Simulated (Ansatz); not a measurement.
C₂H₆CrO₂, SMILES `[CH3][Cr]([CH3])(=[O])=[O]`, charge 0, multiplicity 1.

Task: Give a relaxed structure at PBE0-D4/def2-TZVP (Ansatz). (Estimate.)

Result: The calculation gave: 
```xyz
11

C    -1.380   -0.141   -0.943
Cr   -0.059    0.686    0.250
C     1.434   -0.503    0.708
O     0.528    1.918   -0.478
O    -0.782    1.061    1.565
H    -1.770   -1.017   -0.418
H    -2.186    0.557   -1.169
H    -0.846   -0.416   -1.856
H     2.140   -0.001    1.370
H     1.920   -0.771   -0.234
H     0.999   -1.374    1.205
```
Point group C2v.
This is one stationary point; other conformers may exist.
